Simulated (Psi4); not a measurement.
Input for Psi4: SAPT0/jun-cc-pV(D+d)Z on CH4O3 (a complex), monomers drawn apart or pushed together.

```
memory 2025 MB

molecule dimer {
0 1
O     0.68714879    0.14477863    0.20756427
H     0.35833907   -0.31763342   -0.57005566
H    -0.07470795    0.59903684    0.61143557
--
0 1
O    -1.09561784    0.64250450    3.11096030
C    -0.44196574   -0.09226570    3.81573292
O     0.59704104   -0.81672320    3.43012308
H    -0.64885853   -0.24038002    4.88295342
H     0.75231192   -0.65717300    2.46213619
units angstrom
symmetry c1
no_reorient
no_com
}

set {
  basis jun-cc-pV(D+d)Z
  scf_type df
  freeze_core true
}

energy('sapt0')
```

Program output:

```
[...]
==> Input File <==

--------------------------------------------------------------------------
memory 2025 MB

molecule dimer {
0 1
O     0.68714879    0.14477863    0.20756427
H     0.35833907   -0.31763342   -0.57005566
H    -0.07470795    0.59903684    0.61143557
--
0 1
O    -1.09561784    0.64250450    3.11096030
C    -0.44196574   -0.09226570    3.81573292
O     0.59704104   -0.81672320    3.43012308
H    -0.64885853   -0.24038002    4.88295342
H     0.75231192   -0.65717300    2.46213619
units angstrom
symmetry c1
no_reorient
no_com
}

set {
  basis jun-cc-pV(D+d)Z
  scf_type df
  freeze_core true
}

energy('sapt0')
--------------------------------------------------------------------------


   => Loading Basis Set <=

    Name: JUN-CC-PV(D+D)Z
    Role: ORBITAL
    Keyword: BASIS
    atoms 1, 4, 6  entry O          line   256 file jun-cc-pv_dpd_z.gbs
    atoms 2-3, 7-8 entry H          line    60 file jun-cc-pv_dpd_z.gbs
    atoms 5        entry C          line   188 file jun-cc-pv_dpd_z.gbs

   => Loading Basis Set <=

    Name: JUN-CC-PV(D+D)Z
    Role: ORBITAL
    Keyword: BASIS
    atoms 1, 4, 6  entry O          line   256 file jun-cc-pv_dpd_z.gbs
    atoms 2-3, 7-8 entry H          line    60 file jun-cc-pv_dpd_z.gbs
    atoms 5        entry C          line   188 file jun-cc-pv_dpd_z.gbs


  //>>>>>>>>>>>>>>>>>>>>>>>>>>>>>>>>>>>//
  //              Dimer HF             //
  //<<<<<<<<<<<<<<<<<<<<<<<<<<<<<<<<<<<//

   => Libint2 <=

    Primary   basis highest AM E, G, H:  7, 6, 3
    Auxiliary basis highest AM E, G, H:  7, 7, 4
    Onebody   basis highest AM E, G, H:  -, -, -
    Solid Harmonics ordering:            Gaussian


   => Loading Basis Set <=

    Name: JUN-CC-PV(D+D)Z
    Role: ORBITAL
    Keyword: BASIS
    atoms 1, 4, 6  entry O          line   256 file jun-cc-pv_dpd_z.gbs
    atoms 2-3, 7-8 entry H          line    60 file jun-cc-pv_dpd_z.gbs
    atoms 5        entry C          line   188 file jun-cc-pv_dpd_z.gbs


         ---------------------------------------------------------
                                   SCF
               by Justin Turney, Rob Parrish, Andy Simmonett
                          and Daniel G. A. Smith
                              RHF Reference
                        1 Threads,   1931 MiB Core
         ---------------------------------------------------------

  ==> Geometry <==

    Molecular point group: c1
    Full point group: C1

    Geometry (in Angstrom), charge = 0, multiplicity = 1:

       Center              X                  Y                   Z               Mass
    ------------   -----------------  -----------------  -----------------  -----------------
         O            0.687148790000     0.144778630000     0.207564270000    15.994914619570
         H            0.358339070000    -0.317633420000    -0.570055660000     1.007825032230
         H           -0.074707950000     0.599036840000     0.611435570000     1.007825032230
         O           -1.095617840000     0.642504500000     3.110960300000    15.994914619570
         C           -0.441965740000    -0.092265700000     3.815732920000    12.000000000000
         O            0.597041040000    -0.816723200000     3.430123080000    15.994914619570
         H           -0.648858530000    -0.240380020000     4.882953420000     1.007825032230
         H            0.752311920000    -0.657173000000     2.462136190000     1.007825032230

  Running in c1 symmetry.

  Rotational constants: A =      0.33232  B =      0.03020  C =      0.02816 [cm^-1]
  Rotational constants: A =   9962.84768  B =    905.35341  C =    844.07814 [MHz]
  Nuclear repulsion =  115.785117897945625

  Charge       = 0
  Multiplicity = 1
  Electrons    = 34
  Nalpha       = 17
  Nbeta        = 17

  ==> Algorithm <==

  SCF Algorithm Type is DF.
  DIIS enabled.
  MOM disabled.
  Fractional occupation disabled.
  Guess Type is SAD.
  Energy threshold   = 1.00e-08
  Density threshold  = 1.00e-08
  Integral threshold = 1.00e-12

  ==> Primary Basis <==

  Basis Set: JUN-CC-PV(D+D)Z
    Blend: JUN-CC-PV(D+D)Z
    Number of shells: 44
    Number of basis functions: 92
    Number of Cartesian functions: 96
    Spherical Harmonics?: true
    Max angular momentum: 2

   => Loading Basis Set <=

    Name: (JUN-CC-PV(D+D)Z AUX)
    Role: JKFIT
    Keyword: DF_BASIS_SCF
    atoms 1, 4, 6  entry O          line   258 file jun-cc-pvdz-jkfit.gbs
    atoms 2-3, 7-8 entry H          line    70 file jun-cc-pvdz-jkfit.gbs
    atoms 5        entry C          line   146 file jun-cc-pvdz-jkfit.gbs

  ==> Integral Setup <==

  DFHelper Memory: AOs need 0.028 GiB; user supplied 1.414 GiB.
  SCF_SUBTYPE=INCORE selected. In-core MEM_DF algorithm will be used.
  Using in-core AOs.

  ==> MemDFJK: Density-Fitted J/K Matrices <==

    J tasked:                   Yes
    K tasked:                   Yes
    wK tasked:                   No
    OpenMP threads:               1
    Algorithm:                 Core
    Schwarz Cutoff:      
[...]
rgy:  -188.78985422028416

   => Energetics <=

    Nuclear Repulsion Energy =             70.2070391269370759
    One-Electron Energy =                -397.8840379687648010
    Two-Electron Energy =                 138.8871446215435981
    Total Energy =                       -188.7898542202841554

Computation Completed


Properties will be evaluated at   0.000000,   0.000000,   0.000000 [a0]

Properties computed using the SCF density matrix


 Multipole Moments:

 ------------------------------------------------------------------------------------
     Multipole            Electronic (a.u.)      Nuclear  (a.u.)        Total (a.u.)
 ------------------------------------------------------------------------------------

 L = 1.  Multiply by 2.5417464519 to convert [e a0] to [Debye]
 Dipole X            :         12.8923680          -12.3530555            0.5393125
 Dipole Y            :          4.8864528           -5.3760758           -0.4896230
 Dipole Z            :       -155.8467877          156.0311981            0.1844103
 Magnitude           :                                                    0.7513959

 ------------------------------------------------------------------------------------

  Constructing Basis Sets for SAPT...

   => Loading Basis Set <=

    Name: (JUN-CC-PV(D+D)Z AUX)
    Role: RIFIT
    Keyword: DF_BASIS_SAPT
    atoms 1, 4, 6  entry O          line   188 file jun-cc-pvdz-ri.gbs
    atoms 2-3, 7-8 entry H          line    30 file jun-cc-pvdz-ri.gbs
    atoms 5        entry C          line   100 file jun-cc-pvdz-ri.gbs

   => Loading Basis Set <=

    Name: (JUN-CC-PV(D+D)Z AUX)
    Role: JKFIT
    Keyword: DF_BASIS_ELST
    atoms 1, 4, 6  entry O          line   258 file jun-cc-pvdz-jkfit.gbs
    atoms 2-3, 7-8 entry H          line    70 file jun-cc-pvdz-jkfit.gbs
    atoms 5        entry C          line   146 file jun-cc-pvdz-jkfit.gbs


  //>>>>>>>>>>>>>>>>>>>>>>>>>>>>>>>>>>>//
  //               SAPT0               //
  //<<<<<<<<<<<<<<<<<<<<<<<<<<<<<<<<<<<//



        SAPT0
    Ed Hohenstein
     6 June 2009

      Orbital Information
  --------------------------
    NSO        =        92
    NMO        =        92
    NRI        =       316
    NRI (Elst) =       408
    NOCC A     =         5
    NOCC B     =        12
    FOCC A     =         1
    FOCC B     =         3
    NVIR A     =        87
    NVIR B     =        80

    Elst10,r            =    -0.011222411218 [Eh]
    Exch10              =     0.003350226307 [Eh]
    Exch10 (S^2)        =     0.003344368631 [Eh]

    Maxiter = 50
    CPHF R converge = 1.000000E-08

    Iter     Energy [mEh]          dE [mEh]         Residual      Time [s]
       1      -0.90555444       0.905554436     6.199831e-03             0
       2      -1.14817498       0.242620545     3.139936e-03             0
       3      -1.19502095       0.046845973     6.727139e-04             0
       4      -1.18907094      -0.005950017     1.676213e-04             0
       5      -1.18802802      -0.001042914     3.593574e-05             0
       6      -1.18846668       0.000438659     6.333251e-06             0
       7      -1.18840431      -0.000062373     1.129141e-06             0
       8      -1.18840984       0.000005526     2.892049e-07             0
       9      -1.18840962      -0.000000215     6.994185e-08             0
      10      -1.18840945      -0.000000169     1.435424e-08             0
      11      -1.18840950       0.000000046     2.581659e-09             0

    CHF Iterations converged

    Maxiter = 50
    CPHF R converge = 1.000000E-08

    Iter     Energy [mEh]          dE [mEh]         Residual      Time [s]
       1      -0.62511184       0.625111845     5.497685e-03             0
       2      -0.72854167       0.103429829     3.080834e-03             0
       3      -0.79573900       0.067197331     7.401557e-04             0
       4      -0.78859565      -0.007143360     2.955792e-04             0
       5      -0.78768997      -0.000905673     1.138804e-04             0
       6      -0.78826628       0.000576306     4.176152e-05             0
       7      -0.78847944       0.000213163     8.555165e-06             0
       8      -0.78843678      -0.000042659     2.756456e-06             0
       9      -0.78842343      -0.000013354     6.260626e-07             0
      10      -0.78842789       0.000004459     1.107426e-07             0
      11      -0.78842758      -0.000000302     2.591550e-08             0
      12      -0.78842752      -0.000000064     7.401218e-09             0

    CHF Iterations converged

    Ind20,r (A<-B)      =    -0.001188409499 [Eh]
    Ind20,r (B<-A)      =    -0.000788427521 [Eh]
    Ind20,r             =    -0.001976837020 [Eh]
    Exch-Ind20,r (A<-B) =     0.000436664375 [Eh]
    Exch-Ind20,r (B<-A) =     0.000373691477 [Eh]
    Exch-Ind20,r        =     0.000810355852 [Eh]
    Disp20              =    -0.001602827139 [Eh]
    Disp20 (SS)         =    -0.000801413569 [Eh]
    Disp20 (OS)         =    -0.000801413569 [Eh]
    Exch-Disp20         =     0.000189769706 [Eh]
    Exch-Disp20 (SS)    =     0.000108585429 [Eh]
    Exch-Disp20 (OS)    =     0.000081184277 [Eh]

    SAPT Results
  --------------------------------------------------------------------------------------------------------
    Electrostatics                -11.22241122 [mEh]      -7.04216936 [kcal/mol]     -29.46443659 [kJ/mol]
      Elst10,r                    -11.22241122 [mEh]      -7.04216936 [kcal/mol]     -29.46443659 [kJ/mol]

    Exchange                        3.35022631 [mEh]       2.10229875 [kcal/mol]       8.79601796 [kJ/mol]
      Exch10                        3.35022631 [mEh]       2.10229875 [kcal/mol]       8.79601796 [kJ/mol]
      Exch10(S^2)                   3.34436863 [mEh]       2.09862300 [kcal/mol]       8.78063863 [kJ/mol]

    Induction                      -1.59857882 [mEh]      -1.00312336 [kcal/mol]      -4.19706813 [kJ/mol]
      Ind20,r                      -1.97683702 [mEh]      -1.24048396 [kcal/mol]      -5.19018488 [kJ/mol]
      Exch-Ind20,r                  0.81035585 [mEh]       0.50850597 [kcal/mol]       2.12758900 [kJ/mol]
      delta HF,r (2)               -0.43209766 [mEh]      -0.27114537 [kcal/mol]      -1.13447224 [kJ/mol]

    Dispersion                     -1.41305743 [mEh]      -0.88670693 [kcal/mol]      -3.70998178 [kJ/mol]
      Disp20                       -1.60282714 [mEh]      -1.00578921 [kcal/mol]      -4.20822207 [kJ/mol]
      Exch-Disp20                   0.18976971 [mEh]       0.11908229 [kcal/mol]       0.49824029 [kJ/mol]
      Disp20 (SS)                  -0.80141357 [mEh]      -0.50289461 [kcal/mol]      -2.10411104 [kJ/mol]
      Disp20 (OS)                  -0.80141357 [mEh]      -0.50289461 [kcal/mol]      -2.10411104 [kJ/mol]
      Exch-Disp20 (SS)              0.10858543 [mEh]       0.06813839 [kcal/mol]       0.28509100 [kJ/mol]
      Exch-Disp20 (OS)              0.08118428 [mEh]       0.05094390 [kcal/mol]       0.21314929 [kJ/mol]

  Total HF                         -9.47076374 [mEh]      -5.94299397 [kcal/mol]     -24.86548676 [kJ/mol]
  Total SAPT0                     -10.88382117 [mEh]      -6.82970089 [kcal/mol]     -28.57546854 [kJ/mol]

  Special recipe for scaled SAPT0 (see Manual):
    Electrostatics sSAPT0         -11.22241122 [mEh]      -7.04216936 [kcal/mol]     -29.46443659 [kJ/mol]
    Exchange sSAPT0                 3.35022631 [mEh]       2.10229875 [kcal/mol]       8.79601796 [kJ/mol]
    Induction sSAPT0               -1.59431334 [mEh]      -1.00044672 [kcal/mol]      -4.18586909 [kJ/mol]
    Dispersion sSAPT0              -1.41205854 [mEh]      -0.88608011 [kcal/mol]      -3.70735918 [kJ/mol]
  Total sSAPT0                    -10.87855679 [mEh]      -6.82639744 [kcal/mol]     -28.56164691 [kJ/mol]
  --------------------------------------------------------------------------------------------------------



*** Psi4 exiting successfully. Buy a developer a beer!
```

The run finished.

Cost: around 9 core-seconds (rough).
